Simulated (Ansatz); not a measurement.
`CCC(O)(O)F` + `[CH2]1[S][GaH]1` → `C[CH]1[S][GaH]1` + `CC(O)(O)F`  (formal exchange of groups at a C–C bond)

Program: Ansatz. Geometries: PBE0-D4/def2-TZVP. ΔE: electronic, gas phase. CCSD(T)/CBS is the MP2 limit (def2-TZVPP, def2-QZVPP) plus CCSD(T) − MP2 in def2-TZVPP, frozen cores. Functionals use def2-TZVPP. For Ga outer-core shells are correlated without core-valence functions, which leaves a few kJ/mol of doubt a bond. Scalar relativity is left out up to krypton. One conformer a species, not always the lowest.

| level | ΔE (kcal/mol) |
| --- | --- |
| PBE | -3.3 |
| r2SCAN | -2.8 |

Problem. What does CCSD(T)/CBS give? (Estimate.)

Solution. The calculation gave: -2.5 kcal/mol. The listed levels differ from it by -0.8, -0.3 kcal/mol.

Largest T1 diagnostic among the species: 0.015.

From PBE to PBE0 (25 % exact exchange), in def2-TZVPP and without D4, ΔE moves by +0.8 kcal/mol. In def2-TZVPP, CCSD(T) changes the Hartree–Fock value by −0.8 kcal/mol (the triples alone add −0.4 kcal/mol) and MP2 by −1.6 kcal/mol.
